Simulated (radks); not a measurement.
Nd6+, configuration [Kr] 4d10 4f(5/2: 1, 7/2: 0) 5s2 5p(1/2: 2, 3/2: 3) (not the ground configuration). All-electron calculation, Dirac Kohn-Sham, PBE, spin-unpolarised, spherical densities, finite nucleus; Fermi nuclear charge, rms radius 4.9123 fm. Program: a radial shooting solver on a logarithmic mesh with Libxc functionals.

Unscreened Slater integrals over Kohn-Sham orbitals (cm^-1). Large and small components are both included. Empty in this configuration: 4f7/2.

integral          value
F0(4f5/2,4f5/2)  241560
F2(4f5/2,4f5/2)  118190
F4(4f5/2,4f5/2)   74856
F0(4f5/2,5p3/2)  156610
F2(4f5/2,5p3/2)   55728
G2(4f5/2,5p3/2)   25509
G4(4f5/2,5p3/2)   20860
F0(4f5/2,5p1/2)  161530
G2(4f5/2,5p1/2)   28756
F0(4f5/2,5s1/2)  171230
G3(4f5/2,5s1/2)   30489
F0(4f5/2,4f7/2)  240800
F2(4f5/2,4f7/2)  117830
F4(4f5/2,4f7/2)   74636
G2(4f5/2,4f7/2)  117610
G4(4f5/2,4f7/2)   74501
G6(4f5/2,4f7/2)   53804
F0(5p3/2,5p3/2)  131040
F2(5p3/2,5p3/2)   71492
F0(5p3/2,5p1/2)  133480
G2(5p3/2,5p1/2)   72287
F0(5p3/2,5s1/2)  138020
G1(5p3/2,5s1/2)   93058
F0(5p3/2,4f7/2)  156420
F2(5p3/2,4f7/2)   55964
G2(5p3/2,4f7/2)   25830
G4(5p3/2,4f7/2)   21084
F0(5p1/2,5p1/2)  136140
F0(5p1/2,5s1/2)  141070
G1(5p1/2,5s1/2)   97639
F0(5p1/2,4f7/2)  161330
G4(5p1/2,4f7/2)   23392
F0(5s1/2,5s1/2)  146780
F0(5s1/2,4f7/2)  170990
G3(5s1/2,4f7/2)   30797
F0(4f7/2,4f7/2)  240040
F2(4f7/2,4f7/2)  117490
F4(4f7/2,4f7/2)   74423
F6(4f7/2,4f7/2)   53747
